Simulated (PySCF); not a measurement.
Computed structure and properties of [Bi(Cp)]2+

System: [Bi(Cp)]2+ (singlet); start: template (C5v). Method: PySCF 2.14.0, RKS PBE0, Bi def2-SVP with ECP60, C def2-SVP, H def2-SVP; non-relativistic Hamiltonian with scalar-relativistic core potentials where named; density fitting; no spin-orbit coupling.

Input of the relaxation:

```python
mol = gto.M(atom='''
Bi    -0.00000    -0.00000    -0.49836
C      1.21000    -0.00000     1.59744
C      0.37391     1.15078     1.59744
C     -0.97891     0.71122     1.59744
C     -0.97891    -0.71122     1.59744
C      0.37391    -1.15078     1.59744
H      2.29997    -0.00001     1.64744
H      0.71074     2.18740     1.64744
H     -1.86071     1.35189     1.64744
H     -1.86072    -1.35188     1.64744
H      0.71072    -2.18740     1.64744''',
    basis={'Bi': 'def2-SVP', 'C': 'def2-SVP', 'H': 'def2-SVP'},
    ecp={'Bi': 'def2-SVP'},
    charge=2, spin=0)
mf = dft.RKS(mol, xc='PBE0')
mf.grids.atom_grid = (50, 194)
mf = mf.density_fit()  # fitting sets: Bi def2-universal-JKFIT, C def2-universal-JKFIT, H def2-universal-JKFIT
mf.conv_tol = 1e-08; mf.max_cycle = 55
mf.kernel(dm0)  # dm0: converged density of the start geometry
# quasi-Newton relaxation in Cartesian coordinates to a largest gradient under 0.00045 Eh/bohr, steps kept in the point group
```

Run from Python with OMP_NUM_THREADS=2; the lines above give its settings. Where DIIS fails, smearing, a level shift and second-order steps follow.
It took 22 s on 2 threads of Arm Neoverse V1, with other jobs on the host, from the converged density of the start.

Course of the relaxation:

```tsv
step	energy above end (eV)	largest force component within the symmetry (eV/Å)
0	0.0810	1.519
1	0.0170	0.831
2	0.0024	0.278
3	0.0000	0.024
4	0.0000	0.002
```

Relaxed geometry (C5v):

```xyz
11

Bi    0.0000    0.0000   -0.5583
C     1.2237    0.0000    1.6016
C     0.3782    1.1639    1.6016
C    -0.9900    0.7193    1.6016
C    -0.9900   -0.7193    1.6016
C     0.3782   -1.1639    1.6016
H     2.3188    0.0000    1.6553
H     0.7165    2.2053    1.6553
H    -1.8759    1.3629    1.6553
H    -1.8759   -1.3629    1.6553
H     0.7165   -2.2053    1.6553
```

```
    contact      Å
Bi1–C2 (Cp)  2.482
```

On the finer grid (75, 302):

The HOMO is -18.92 eV and the LUMO is -12.81 eV. The dipole about the centre of mass is 4.53 D and the set of Mulliken populations of Bi1 outside the core potential is s 4.01, p 7.68, d 10.11. The D3(BJ) dispersion energy (not in the energies) is -0.285 eV.

```tsv
atom	Mulliken (e)	Löwdin (e)	spin (e)
Bi1	1.20	1.25	0.00
C2	-0.02	0.05	0.00
C3	-0.02	0.05	0.00
C4	-0.02	0.05	0.00
C5	-0.02	0.05	0.00
C6	-0.02	0.05	0.00
H7	0.19	0.11	0.00
H8	0.19	0.11	0.00
H9	0.19	0.11	0.00
H10	0.19	0.11	0.00
H11	0.19	0.11	0.00
```

On the grid (50, 194), as all that follows. Harmonic modes: a minimum; lowest 294 cm⁻¹ (negative: unstable), highest 3240 cm⁻¹, zero-point energy 2.282 eV.

Taking off one Cp (charge -1, singlet; the rest: singlet) in vacuum, both parts rigid, costs 30.06 eV; the small basis without counterpoise inflates it. Most of it is the attraction of opposite charges; other ways to part are cheaper, and one spin state was tried for the rest.

Rigid scan of Cp along the line from its metal:

```tsv
distance to the ring centre (Å)	energy (eV)
1.89	1.250
1.99	0.499
2.09	0.112
2.19	0.000
2.29	0.091
2.39	0.325
2.59	1.047
```

One start shape was tried, so this needn't be the lowest isomer.
